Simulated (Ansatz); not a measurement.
Relaxation of H₆N₃Sc (10 atoms, charge 0, multiplicity 1), to a largest force component of 0.015 eV/Å in at most 40 steps.

All numbers below come from RHF/def2-SVP (Ansatz).

```xyz
10
Properties=species:S:1:pos:R:3:forces:R:3
N -1.560 0.594 -1.147 -0.50 0.20 -0.36
Sc 0.003 -0.001 -0.001 0.00 0.00 0.00
N 0.299 -1.974 0.363 0.08 -0.62 0.12
N 1.266 1.379 0.781 0.39 0.46 0.25
H -2.258 0.011 -1.610 0.52 0.21 0.36
H -1.832 1.548 -1.389 0.32 -0.55 0.25
H 1.032 -2.408 0.925 -0.39 0.44 -0.32
H -0.258 -2.762 0.029 0.24 0.62 0.12
H 1.228 2.394 0.675 -0.12 -0.69 -0.04
H 2.082 1.220 1.373 -0.55 -0.08 -0.39
```

Where does it end, and by what steps?

The forces met the threshold. After 3 steps the energy has fallen by 0.055 eV; H7 moved furthest, 0.05 Å.

| step | energy less start (eV) | largest force component (eV/Å) | accepted |
| --- | --- | --- | --- |
| 0 | 0.0000 | 0.691 | yes |
| 1 | -0.0499 | 0.397 | yes |
| 2 | -0.0546 | 0.123 | yes |
| 3 | -0.0551 | 0.001 | yes |

```xyz
10
Properties=species:S:1:pos:R:3
N -1.547 0.589 -1.136
Sc 0.000 0.000 0.001
N 0.295 -1.954 0.360
N 1.252 1.365 0.777
H -2.233 -0.004 -1.574
H -1.788 1.535 -1.380
H 1.033 -2.360 0.910
H -0.266 -2.718 0.024
H 1.199 2.363 0.662
H 2.054 1.185 1.357
```

Whether the end is a true minimum wasn't checked by a vibrational analysis.

The run took 23 s on 1 thread of AMD EPYC (Zen 3), on a shared host, peak memory 0.22 GiB.
